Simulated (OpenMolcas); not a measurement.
## Au4+: moving or changing the point charges

Au4+ among 4 point charges of -2 e arranged as a tetrahedron (Td), 1.79 Å from the ion.
```
   1.0335    1.0335    1.0335  -2.00
   1.0335   -1.0335   -1.0335  -2.00
  -1.0335    1.0335   -1.0335  -2.00
  -1.0335   -1.0335    1.0335  -2.00
```

```
Program             : OpenMolcas
Method              : CASSCF
Basis               : ANO-RCC-VDZP [7s6p4d2f]
Scalar Hamiltonian  : DKH2, point nucleus
Active space        : 7 electrons in 5 orbitals (5d)
State averaging     : 2S+1 = 4 even, 10 roots; 2S+1 = 2 even, 40 roots
Spin-orbit coupling : RASSI with atomic mean-field integrals over the reference wave functions
```

Runs around this geometry, states (labels of Td). Energies in cm-1 above the lowest state or level, χT in cm3 K/mol; 10Dq and B are least-squares fits to the states below 45000 cm-1, weighted by degeneracy, with a free offset, and given where the rms deviation is under 5 % of |10Dq| (or 100 cm-1) and under 700 cm-1; 10Dq is negative for this site.

```csv
R (Å),q (e),Ground state,First state of that spin,10Dq,B (rms of fit),First gap with spin-orbit (degeneracies),χT at 300 K,First state of another spin
1.79,-1.3,4A2,4T2 3405,-3281,960 (43),"1707 (4, 4)",4.224,2E 17757
1.64,-2,4A2,4T2 6575,-6340,941 (162),"3610 (4, 4)",3.976,2E 18365
1.79,-2,4A2,4T2 4724,-4547,953 (84),"2465 (4, 4)",4.110,2E 18057
1.95,-2,4A2,4T2 3343,-3213,959 (48),"1676 (4, 4)",4.229,2E 17751
```

Taking |10Dq| as R^-n, n = -ln(3213 / 6340) / ln(1.95 / 1.64) = 3.9 between the shortest and longest distance. The point-charge formula for a cubic d site gives n = 5.

Scaling the charges by -1.3 / -2 = 0.65 scales |10Dq| by 3281 / 4547 = 0.72; with fixed orbitals a first-order splitting would follow the charge.

Without dynamic correlation the repulsion within the d shell is too large (B by tens of per cent), so at a given field states of lower spin stand too high. Spin-orbit coupling mixes the spin-free states strongly: the lowest level takes only 43 % from its leading state, 4A2 (figures for R = 1.79, q = -1.3; the like holds for R = 1.64, q = -2, R = 1.79, q = -2, R = 1.95, q = -2). This is an electrostatic model: the charges have no orbitals. No measured value stands beside these numbers.
